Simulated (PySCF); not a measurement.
Cl2FH3Si2, SMILES F[SiH2][SiH](Cl)Cl.

The structure is a stationary point at B3LYP-D3(BJ)/def2-SVP. This is a generated structure with no PubChem entry under its InChIKey; it may be hypothetical. One conformer was computed; it need not be the lowest.

Computed with PySCF with PBE/def2-TZVP.

Isolated molecule, no solvent.

| Quantity | Result |
|---|---|
| total energy | -1600.51032 hartree |
| highest occupied level | -7.16 eV |
| lowest empty level | -2.14 eV |
| orbital gap | 5.02 eV |
| dipole moment | 1.02 D |
| quadrupole, principal values (traceless, Buckingham form, about the centre of nuclear charge) | -6.59, 2.02, 4.57 D·Å |
| mean static polarisability | 77.6 bohr³ (11.51 Å³) |
| polarisability, principal values | 66.2, 80.6, 86.1 bohr³ |
